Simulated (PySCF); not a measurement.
Compound: C7H9NO.
SMILES: `[H]/N=C/[C@H]1CC=CC(=O)C1`

Method: PySCF, TDDFT PBE0/def2-SVPD, vertical, gas phase, core orbitals frozen in the response. Geometry: GFN2-xTB, one conformer, isolated molecule.

Computed states:

```tsv
state	E (eV)	f
S1	3.63	0.0003
S2	4.86	0.011
S3	5.15	0.0022
S4	5.92	0.0027
S5	6.00	0.244
S6	6.29	0.0087
```

Broadening: Gaussians 0.3 eV wide at half height, area fixed by f = 4.319×10⁻⁹ ∫ε dν̃. The width is an assumption, not a result. The curve ends short of the highest state used, and states not computed would add to its high-energy end.

(1) What does the envelope look like, and where are its maxima?

(2) On this curve, what absorbance would a 10⁻³ mol/L sample give at 266 nm over a 1 cm path?

(3) Coming from long wavelengths, where does ε first pass 100 L mol⁻¹ cm⁻¹?

(4) Does any computed singlet lie in the visible range?

## Answers

(1) 
```
E (eV)  ε (L mol⁻¹ cm⁻¹)
  3.18                 0
  3.27                 0
  3.36                 2
  3.44                 8
  3.53                17
  3.62                24
  3.70                21
  3.79                11
  3.88                 4
  3.96                 1
  4.05                 0
  4.13                 0
  4.22                 0
  4.31                 0
  4.39                 1
  4.48                13
  4.57                83
  4.65               280
  4.74               683
  4.83              1016
  4.91               970
  5.00               635
  5.09               361
  5.17               242
  5.26               144
  5.35                60
  5.43                20
  5.52                21
  5.61               200
  5.69              1116
```

Maxima: 341 nm (3.63 eV), ε about 24, made up of S1 (100%); 255 nm (4.86 eV), ε about 1000, made up of S2 (99%) (ε in L mol⁻¹ cm⁻¹; maxima over ε = 5, shares over 10%). At its high-energy end, 5.69 eV, the curve is still rising (ε about 1100, from S5).

(2) 266 nm is 4.661 eV, where ε is about 320 L mol⁻¹ cm⁻¹, so A = ε c l ≈ 0.32 (Beer–Lambert, with the gas-phase spectrum and the assumed width).

(3) At about 271 nm (4.58 eV), 0.95 eV above S1.

(4) No computed singlet lies in the visible range (380 to 750 nm); the lowest, at 341 nm, stands 0.37 eV above its violet end (3.26 eV); a Tamm–Dancoff triplet lies at 397 nm, without intensity as long as spin–orbit coupling is left out.
